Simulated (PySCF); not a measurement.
## Heteronuclear NMR

Atoms are numbered as in `[CH3:1]/[CH:2]=[C:3]1/[SiH2:4][C@@H:5]([C:6](=[O:7])[OH:8])[C@@H:9]1[F:10]`; H(Xn) means a hydrogen on atom n. Ha(Si4) is cis to C6 on the ring; Hb(Si4) is trans to C6 on the ring.

Method: geometry from GFN2-xTB, PBE0/pcSseg-1 with gauge-including orbitals, in PySCF 2.14.0 with density-fitted response routines (in vacuum, fast rotation and ring inversion assumed for equivalent nuclei, one computed conformer, relativity neglected).

(1) Predict the 19F NMR data.

(2) What are the 29Si shifts?

(3) What are the 17O shifts?

## Answers

(1) 
```csv
atoms,environment,σ (ppm),δ (ppm)
F10,fluorine on an sp3 carbon,347.6,-153.1
```

Shieldings were converted by a linear fit to measured shifts: 19F (scatter 6.0 ppm rms, 7.0 ppm with the 5 outliers that the fit left out vs CFCl3, solution or neat liquid, with a term for F on sp3 carbon). A few per cent of atoms miss by over 2 rms, more outside the fitted compound classes.

On a 600 MHz spectrometer 19F resonates near 564.6 MHz, so 1 ppm is 564.6 Hz.

(2) 
```
atoms                                       environment  σ (ppm)  δ (ppm)
  Si4  silicon bonded to 2 C, 2 H, in a 4-membered ring    393.7    -43.6
```

Shieldings were converted by a linear fit to measured shifts: 29Si: δ = 279.94 − 0.822σ (rms 8.9 ppm, 72 shifts, 25.8 ppm with the 6 outliers that the fit left out vs TMS, solution or neat liquid). A few per cent of atoms miss by over 2 rms, more outside the fitted compound classes.

On a 600 MHz spectrometer 29Si resonates near 119.2 MHz, so 1 ppm is 119.2 Hz.

(3) 
```json
{"atoms": "O7", "environment": "carbonyl oxygen", "σ (ppm)": "-82.3", "δ (ppm)": "341.6"}
{"atoms": "O8", "environment": "acid hydroxyl oxygen", "σ (ppm)": "128.6", "δ (ppm)": "149.6"}
```

Shieldings were converted by a linear fit to measured shifts: 17O (scatter 10.7 ppm rms, 12.2 ppm with the 3 outliers that the fit left out vs liquid water, solution or neat liquid). Occasional misses reach two or three times the rms, and more in compound classes unlike the fitted ones.

On a 300 MHz spectrometer 17O resonates near 40.7 MHz, so 1 ppm is 40.7 Hz.

In solution the two oxygens of a carboxylic acid exchange roles by proton transfer and give one 17O line. Hydrogen bonding in solution shields acid and N–H amide carbonyl oxygens by tens of ppm.
